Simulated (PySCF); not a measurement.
Al(Cl)(F)(OSiH3) (AlClFH3OSi), SMILES [Al]([Cl])([F])[O][SiH3]. Heavy atoms are numbered as in [Al:1]([Cl:2])([F:3])[O:4][SiH3:5]. Hydrogens are named by the atom that carries them.

Geometry: B3LYP-D3(BJ)/def2-SVP. The structure was generated by enumeration; whether it is a known compound was not checked. Other conformers were not sampled.

All values below come from PySCF with M06-2X/def2-TZVP.

ESP charges are fitted to the potential on shells at 1.4 to 2.0 van der Waals radii. Atomic charges (e), one atom of each kind:

| atom | ESP fit | IAO |
|---|---|---|
| Al1 | 1.02 | 1.39 |
| Cl2 | -0.29 | -0.35 |
| F3 | -0.41 | -0.58 |
| O4 | -0.46 | -0.93 |
| Si5 (SiH3) | 0.34 | 0.93 |
| H on Si5 | -0.05 | -0.15 |
